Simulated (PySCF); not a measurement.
## RuS₂, triplet: molecular constants

All numbers come from PySCF, UPBE0, basis Ru def2-SVP with ECP28, S def2-SVP (scalar-relativistic core potentials, no spin–orbit coupling, density fitting).

The structure is a minimum.

| Quantity | Value |
| --- | --- |
| Point group | C2v |
| Bond lengths | Ru–S 2.051 Å (×2) |
| Bond angles | S–Ru–S 119.5° |
| Rotational symmetry number | 2 |
| Atomisation energy without zero-point energy | 716 kJ/mol |
| Lowest empty level (α) | -4.39 eV |
| Zero-point energy | 7.4 kJ/mol |
| Principal quadrupole moments (Buckingham, traceless) about the centre of mass | -0.98, -0.88, 1.86 D Å |
| Highest occupied level (α) | -6.95 eV |
| Dipole moment | 1.71 D |
| Principal polarisabilities | 48.7, 56.6, 110.3 bohr³ |
| Heat capacity Cp at 298.15 K | 50.8 J/(mol K) |
| Spin squared ⟨S²⟩ | 2.017 |
| Enthalpy at 298.15 K above 0 K | 12.69 kJ/mol |
| Rotational constants | 0.4022, 0.08396, 0.06946 cm⁻¹ |
| Entropy at 298.15 K and 1 bar (electronic part: spin only) | 301.9 J/(mol K) |

Harmonic modes (masses in u: Ru 101.904, S 31.972):
```csv
symmetry,ω (cm⁻¹),IR (km/mol),type
a1,127,0.6,bend
a1,542,11.1,stretch
b2,569,72.0,stretch
```

In C2v the vibrations span 2a1 + b2. Here b1 is antisymmetric to the molecular plane and b2 lies in it.

Charges (e):
```
atom  Mulliken  Löwdin  polar tensor  spin (Mulliken)  Mayer order to Ru1
 Ru1      0.14   -0.67          0.83             1.67                   –
S2,3     -0.07    0.33         -0.42             0.16                2.15
```
Other Mayer orders above 0.3: S–S 0.51.

Mulliken populations on Ru1 (electrons outside its core potential): s 2.58, p 6.49, d 6.78, f 0.01.

Outer orbital energies (eV). α occupied: -11.09, -10.30, -10.09, -9.99, -8.19, -7.67, -7.44, -6.95; empty: -4.39, -3.37, -1.16, 0.56. β occupied: -19.30, -10.78, -10.64, -9.74, -9.41, -8.58, -7.66, -7.18; empty: -3.85, -3.76, -3.68, -2.90.

Formally Ru is in oxidation state +4, d4, with 2 unpaired electrons (the high-spin count would be 4). The Mulliken spin on Ru is 1.67. The polar-tensor charge on Ru, 0.83, is far below the formal one.

Other isomers or separated fragments may lie lower. Open d and f shells are described by one determinant, and the ground state may have another occupation or spin. At this level a quintet minimum of C2v symmetry lies 3 kJ/mol below this structure.

The final relaxation and frequency run took of the order of 50 core-seconds on a shared host.
